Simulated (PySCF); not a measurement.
BrF3Sn. Atoms are numbered in the order given.

```xyz
5

F      1.5385     0.8883     1.3161
Sn     0.0000     0.0000     0.5911
F      0.0000    -1.7765     1.3161
F     -1.5385     0.8883     1.3161
Br     0.0000     0.0000    -1.8597
```
Charge 0, spin multiplicity 1.

Geometry: B3LYP-D3(BJ)/def2-SVP. The structure was generated by enumeration; whether it is a known compound was not checked. The def2 effective core potentials stand for the cores of Sn; spin–orbit coupling is left out.

All values below come from PBE0/def2-TZVP (PySCF).

The molecule is in vacuum.

```
Quantity                                                                                                       Result
---------------------------------------------------------------------------------------------  ----------------------
total energy                                                                                      -3087.68275 hartree
point group                                                                                                       C3v
highest occupied level                                                                                       -9.94 eV
lowest empty level                                                                                           -3.88 eV
orbital gap                                                                                                   6.06 eV
dipole moment                                                                                                  2.27 D
quadrupole, principal values (traceless, Buckingham form, about the centre of nuclear charge)  -1.82, -1.82, 3.63 D·Å
mean static polarisability                                                                       52.2 bohr³ (7.73 Å³)
polarisability, principal values                                                               44.7, 44.7, 67.2 bohr³
```
